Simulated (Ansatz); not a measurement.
Molecule: C$_{3}$H$_{9}$BrO$_{3}$Si, net charge 0, singlet state. 
Geometry from a B3LYP-D3(BJ)/def2-TZVP (Ansatz, an electronic-structure program) optimisation:
SMILES: O([Si](OC)(Br)OC)C
```xyz
17

Si     0.3190     0.0234    -0.3126
Br    -0.9813    -0.5067     1.4176
O     -0.2133     1.4167    -0.9612
C     -0.4308     2.6352    -0.2609
O      1.8250     0.1094     0.2762
C      2.9923     0.2692    -0.5271
O      0.2564    -1.1101    -1.4664
C     -0.8885    -1.4307    -2.2488
H     -0.7337     3.3866    -0.9887
H     -1.2207     2.5168     0.4839
H      0.4816     2.9689     0.2393
H      2.9382     1.1853    -1.1208
H      3.1194    -0.5834    -1.1967
H      3.8474     0.3304     0.1442
H     -1.6832    -1.8366    -1.6185
H     -1.2603    -0.5482    -2.7731
H     -0.5915    -2.1843    -2.9765
```

Property: vertical triplet-singlet gap (E(triplet) - E(singlet); each state is the SCF solution reached for its spin), in kcal/mol. UHF or UKS for open shells. Spin-orbit coupling is left out. Non-relativistic. 

| level | program | vertical triplet-singlet gap (kcal/mol) |
|---|---|---|
| SVWN5/def2-TZVPD | Ansatz | 141.4 |
| r2SCAN/def2-TZVPD | Ansatz | 155.5 |
| PBE0/def2-TZVPD | Ansatz | 161.6 |
| CAM-B3LYP/def2-TZVPD | Ansatz | 168.0 |
| wB97M-V/def2-TZVPD | Ansatz | 169.9 |
| wB97X-V/def2-TZVPD | Ansatz | 174.1 |
